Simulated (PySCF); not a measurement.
C₆H₁₂O₃, SMILES C(C(=O)OCCO)(C)C, singlet at its GFN2-xTB optimised geometry (Å):

```
21

C      0.0261     2.5790     0.9698
C     -0.5348     1.5427     0.0000
C     -0.5636     2.0861    -1.4318
C      0.3439     0.3069     0.0000
O      1.5452     0.3069     0.0000
O     -0.4018    -0.8080    -0.0401
C      0.2914    -2.0565    -0.0850
C      0.5166    -2.5900     1.3315
O     -0.6873    -2.9383     1.9633
H     -0.0164     2.2130     1.9931
H     -0.5455     3.5014     0.9060
H      1.0639     2.7877     0.7223
H     -1.5452     1.2459     0.2948
H      0.4446     2.3361    -1.7539
H     -1.1778     2.9821    -1.4763
H     -0.9763     1.3471    -2.1150
H      1.2514    -1.9196    -0.5908
H     -0.3511    -2.7347    -0.6500
H      1.0617    -1.8332     1.9140
H      1.1157    -3.5014     1.2878
H     -1.2885    -2.1859     1.9032
```

Calculation: PySCF 2.14.0 with CAM-B3LYP/def2-SVP. Cells within 0.4 Å of a nucleus heavier than hydrogen are left out (blank, or x).

Map of the electron localisation function on the plane z = 0.0 Å:

```
|00000000000000000000000000000|
|00000000000000000000000000000|
|00000000000000000000000000000|
|00000000000001000000000000000|
|00000000000024100000000000000|
|00000000000035201220000000000|
|00000000000024215872000000000|
|00000000000002238994000000000|
|00000000000024437871000000000|
|00000000024446721100000000000|
|000000006998xx420001000000000|
|0000000299993x751477400000000|
|00000001899968965898510000000|
|00000000454115xx8xx8620000000|
|000000000000244x77x8610000000|
|0000000000378x853788510000000|
|0000000000588x630033100000000|
|00000000003787853200000000000|
|000000000001143x7972000000000|
|00000000000025xx7884000000000|
|00000000000168734420000000000|
|00000000000168631000000000000|
|00000000000013100000000000000|
|00000000000000000000000000000|
|00000000000000000000000000000|
|00000000000000000000000000000|
|00000000000000000000000000000|
|00000000000000000000000000000|
|00000000000000000000000000000|
```
Scale: ten equal steps from 0.000 (start of '0') to 0.997 (end of '9'), in the order '0123456789'; x runs from -6.00 to 6.00, y from -6.00 (bottom) to 6.00 (top).
